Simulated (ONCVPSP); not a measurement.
## Logarithmic derivatives: copper (Cu), ONCV

```json
{"Element": "Cu", "Generator": "ONCVPSP 4.0.1", "Type": "optimised norm-conserving Vanderbilt (ONCV)", "Functional": "PBE", "Relativity": "scalar-relativistic", "Frozen core": "[Ne]", "Valence charge": "19", "Reference configuration": "3s2 3p6 3d10 4s1", "Partial waves": "3s+4s: rc 1.20 bohr, ncon 5, nbas 8, qcut 8.2 1/bohr, 2 projectors; 3p: rc 1.10 bohr, ncon 4, nbas 7, qcut 10.5 1/bohr, 3 projectors, debl 3.8 Ha; 3d: rc 1.40 bohr, ncon 4, nbas 9, qcut 12.4 1/bohr, 2 projectors, debl 2.8 Ha", "Local potential": "polynomial inside 1.00 bohr (lpopt 5, dvloc0 0 Ha)", "Core correction": "Teter function, fcfact 3, rcfact 1.75"}
```

The phase is arctan(r·R′/R) of the radial function R(r), unwrapped; energies in Ha, scanned from -6 to 5 Ha. A pole is an energy at which the radial function vanishes at the test radius. The pseudo phase is shifted by a multiple of π to meet the all-electron one at the reference energy, and phase errors are pseudo minus all-electron; the curves can meet again beyond the range given. Levels narrower than the energy grid can be missing from the lists of poles.

```tsv
channel	radius (bohr)	reference energy (Ha)	poles, all-electron	poles, pseudo	unbroken range about the reference energy with phases within 0.05 rad	phase error 1 Ha above the reference energy (rad)
s	1.21	-0.17	-3.52	-3.52	the whole range	+0.000
p	1.12	-2.65	-1.32	-1.32	the whole range	+0.000
d	1.42	-0.19	0.42	0.42	the whole range	+0.000
```

Phases in the p channel:

```
E (Ha)  all-electron  pseudo
 -5.96         1.024   1.024
 -5.68         0.974   0.974
 -5.40         0.910   0.910
 -5.12         0.827   0.827
 -4.84         0.713   0.713
 -4.56         0.552   0.552
 -4.28         0.322   0.322
 -4.00         0.009   0.009
 -3.72        -0.358  -0.358
 -3.44        -0.698  -0.698
 -3.16        -0.957  -0.957
 -2.88        -1.141  -1.141
 -2.60        -1.271  -1.271
 -2.32        -1.367  -1.367
 -2.04        -1.440  -1.440
 -1.76        -1.498  -1.498
 -1.48        -1.546  -1.546
 -1.20        -1.587  -1.587
 -0.92        -1.623  -1.623
 -0.64        -1.656  -1.656
 -0.36        -1.686  -1.686
 -0.08        -1.714  -1.714
  0.20        -1.742  -1.742
  0.48        -1.769  -1.769
  0.76        -1.797  -1.797
  1.04        -1.826  -1.826
  1.32        -1.856  -1.856
  1.60        -1.889  -1.889
  1.88        -1.924  -1.924
  2.16        -1.963  -1.963
  2.44        -2.008  -2.008
  2.72        -2.059  -2.059
  3.00        -2.118  -2.118
  3.28        -2.189  -2.189
  3.56        -2.274  -2.274
  3.84        -2.378  -2.378
  4.12        -2.505  -2.505
  4.40        -2.660  -2.660
  4.68        -2.844  -2.844
  4.96        -3.052  -3.051
```
